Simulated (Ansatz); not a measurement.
`NB(S)Cl` + H–F → `NB(F)Cl` + H₂S at 700 K and 1 bar (ligand exchange at a B–S bond).

Computed with Ansatz on PBE0-D4/def2-TZVP structures; ΔE is electronic, products minus reactants. CCSD(T)/CBS is the MP2 limit (def2-TZVPP, def2-QZVPP) plus CCSD(T) − MP2 in def2-TZVPP, frozen cores. This one scheme is used for every species. One conformer a species, not always the lowest.

| species | CCSD(T)/CBS energy (Eh) | H − E (kJ/mol) | S (J/(mol·K)) |
| --- | --- | --- | --- |
| `NB(S)Cl` | -938.97645 | 168.9 | 393.9 |
| H–F | -100.39570 | 45.2 | 198.5 |
| `NB(F)Cl` | -640.42619 | 141.7 | 360.3 |
| H₂S | -398.97279 | 64.8 | 236.9 |

H − E and S are ideal-gas, rigid-rotor, harmonic terms from PBE0-D4/def2-TZVP, for one conformer and one mirror image of each species. 1 Eh = 2625.50 kJ/mol, R = 8.31446 J/(mol·K).

Q: By hand: ΔE, ΔH, ΔS and ΔG.

A: ΔE = (-640.42619) + (-398.97279) − (-938.97645) − (-100.39570) = -0.02683 Eh = -70.4 kJ/mol. Δ(H − E) = 141.7 + 64.8 − 168.9 − 45.2 = -7.6, so ΔH = -78.0 kJ/mol. ΔS = 360.3 + 236.9 − 393.9 − 198.5 = 4.8 J/(mol·K). ΔG = -78.0 − 700 × (4.8)/1000 = -81.4 kJ/mol.

Q: By hand: the equilibrium constant, and the temperature at which ΔG would vanish if ΔH and ΔS stayed fixed.

A: log₁₀ K = −ΔG/(RT ln 10) = 6.1. ΔH and −TΔS have one sign here, so there is no such temperature.

The number of gas molecules stays the same, so ΔS is small and ΔH decides. A doubt of 5 kJ/mol in ΔE shifts log₁₀ K by 0.4 here. Other conformers and mirror images would add mixing entropy, several J/(mol·K) or more a flexible species. These are equilibria of isolated gas molecules and say nothing of rates. Largest T1 diagnostic: 0.011 (customary marks: 0.02 for closed shells, 0.045 for open ones).

ΔS is within the doubt of such terms, so its sign, and with it that verdict, could turn.
